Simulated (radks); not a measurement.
Q: The table gives one normalised radial function P(r) = r R(r) of Pt+ in [Xe] 4f14 5d9 (r in bohr). All-electron calculation, scalar-relativistic Kohn-Sham, SCAN, spin-polarised, spherical densities, finite nucleus; open shells are filled with parallel spins first (spin-orbit coupling, left out, can overturn this in heavy ions); meta-GGA in the generalised Kohn-Sham scheme; Fermi nuclear charge, rms radius 5.427 fm. Program: a radial shooting solver on a logarithmic mesh with Libxc functionals.

r           P
0.002154   0.0079
0.002919   0.0130
0.003956   0.0213
0.005318   0.0341
0.007208   0.0545
0.009769   0.0850
0.01324    0.1281
0.01794    0.1831
0.02412    0.2404
0.03269    0.2815
0.04431    0.2657
0.06005    0.1477
0.08074   -0.0747
0.1094    -0.3237
0.1483    -0.3883
0.201     -0.0976
0.2724     0.3960
0.3662     0.5855
0.4963     0.1430
0.6726    -0.6433
0.9116    -1.0969
1.226     -0.9722
1.661     -0.5377
2.251     -0.1923
3.051     -0.0410
4.135     -0.0045
5.559     -0.0002
7.534     0.0000

Which n and l does it have? It may be an empty orbital.

A: n = 5, l = 1: the number of nodes gives n - l - 1 = 3, the rise at small r (about r^(l+1), flatter next to the nucleus through relativity) gives l, and the extent must fit the shell. The curve is that of 5p up; the table hardly tells the two spins apart. 5p up: eigenvalue -66.127 eV, 3 radial nodes at r = 0.0739, 0.214, 0.526 bohr, <r> = 1.11 bohr, 90 % of the charge inside 1.61 bohr.
